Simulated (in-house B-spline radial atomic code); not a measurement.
Relativistic effects in P2+, [Ne] 3s2 3p1: non-relativistic Hartree-Fock (point nucleus) against Dirac-Hartree-Fock (Fermi nucleus of rms radius 3.1889 fm), both averages of the configuration, computed with an all-electron radial atomic-structure program (B-spline basis).

```tsv
orbital	ε NR (Eh)	ε Dirac (Eh)	<r> NR (bohr)	<r> Dirac (bohr)	change of <r> (%)
1s1/2	-80.876	?	0.1038	?	?
2s1/2	-8.3934	-8.4313	0.5147	0.5127	-0.4
2p1/2	-6.2784	-6.3014	0.4829	0.481	-0.4
2p3/2	-6.2784	-6.266	0.4829	0.4831	0.0
3s1/2	-1.4146	?	1.768	?	?
3p1/2	-1.0905	-1.0919	1.984	1.98	-0.2
3p3/2	-1.0905	-1.0892	1.984	1.985	+0.1
```

Q: What happens to 1s1/2?

A: Its energy goes to -81.117 hartree and <r> to 0.1034 bohr (-0.38 %).

Q: What happens to 3s1/2?

A: Its energy goes to -1.4184 hartree and <r> to 1.764 bohr (-0.25 %).

Q: What explains the pattern of contraction and expansion?

A: Expansion is seen in 3p3/2. The s and p1/2 orbitals contract directly, screen the nucleus better, and so push out orbitals that have little density near the nucleus; spin-orbit coupling adds to this for j = l + 1/2 and opposes it for j = l - 1/2.

Q: By how much does the total energy change?

A: By -0.84674 hartree, from -339.645 to -340.492.
